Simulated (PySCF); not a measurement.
**Dipole response of K⁺ (potassium, charge +1)**

[Ar], closed-shell 1S. All numbers are calculated (PySCF 2.14, scalar relativity by spin-free X2C-1e, in x2c-QZVPPall with one added diffuse shell each of s, p, d, f type (12s8p5d4f, 89 functions)). Coupled (time-dependent) response in atomic units; α is the mean over directions.

```tsv
method	mean α (bohr³)	C₆ (like pair)	S(−4)
UHF	5.379	22.57	5.486
PBE	5.631	23.87	6.336
PBE0	5.521	23.30	5.961
CAM-B3LYP	5.570	23.52	6.143
```

S(−4) is the Cauchy moment in α(ω) = α(0) + S(−4) ω² + …

α(iu) at CAM-B3LYP:

| u (hartree) | α(iu) (bohr³) |
| --- | --- |
| 0 | 5.570 |
| 0.0500 | 5.555 |
| 0.100 | 5.510 |
| 0.200 | 5.337 |
| 0.300 | 5.075 |
| 0.500 | 4.403 |
| 0.750 | 3.531 |
| 1.00 | 2.791 |
| 1.50 | 1.780 |
| 2.00 | 1.200 |
| 3.00 | 0.6382 |
| 5.00 | 0.2682 |

For an ion, C₆ is the dispersion term alone; charge-induced terms of lower order in 1/R come first.
